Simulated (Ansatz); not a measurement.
Reactions of C$_{3}$H$_{7}$FOSi (`C=C(F)O[SiH2]C`).

Gas-phase electronic energies from Ansatz, PBE0-D4/def2-TZVP geometries. CCSD(T)/CBS is the MP2 limit (def2-TZVPP, def2-QZVPP) plus CCSD(T) − MP2 in def2-TZVPP, frozen cores. This one scheme is used for every species, atoms too. DFT in def2-TZVPP. No spin–orbit coupling; open shells (•) take unrestricted orbitals. Spin–orbit coupling would lower the free atoms: a little for C, F, O, Si. One conformer a species, not always the lowest.

```csv
reaction,CCSD/CBS(def2) (eV),ωB97M-V (eV),ωB97X-V (eV),PBE-D4 (eV)
`C=C(F)O[SiH2]C` + H₂O → `C=C(O)F` + `C[SiH2]O`,0.06,0.03,0.03,0.02
`C=C(F)O[SiH2]C` + `C[SiH](S)Cl` → `C[SiH2]S[SiH](C)Cl` + `C=C(O)F`,0.27,0.24,0.26,0.11
`C=C(F)O[SiH2]C` + H₂ → `C=C(F)O[SiH3]` + CH₄,-0.21,-0.16,-0.19,-0.14
`C=C(F)O[SiH2]C` + `CSS` → `C[SiH2]SSC` + `C=C(O)F`,0.33,0.31,0.33,0.16
`C=C(F)O[SiH2]C` + `[CH3][AlH][OH]` → `[CH3][AlH][O][SiH2]C` + `C=C(O)F`,-0.22,-0.19,-0.20,-0.17
`C=C(F)O[SiH2]C` + `N[SiH3]` → `C=C(F)[SiH2]N` + `C[SiH2]O`,-0.47,-0.38,-0.33,-0.36
`C=C(F)O[SiH2]C` → 3 C• + F• + 7 H• + O• + Si•,52.03,53.02,52.98,53.95
`C=C(F)O[SiH2]C` + `OC(F)F` → `C[SiH2]OC(F)F` + `C=C(O)F`,0.08,0.09,0.09,0.10
`C=C(F)O[SiH2]C` → `C=C(F)O[SiH3]` + `[CH2]` (triplet),4.93,5.09,5.15,5.12
`C=C(F)O[SiH2]C` → `C=C(O)F` + `C[SiH]`,3.40,3.37,3.52,3.29
```

(1) Give the CCSD(T)/CBS values in the same order. (Estimate.)

Largest T1 diagnostic: 0.012, for `C[SiH]`.

## Answers

(1) Computed: 0.07, 0.23, -0.17, 0.29, -0.20, -0.48, 52.81, 0.09, 5.05, 3.42 eV.
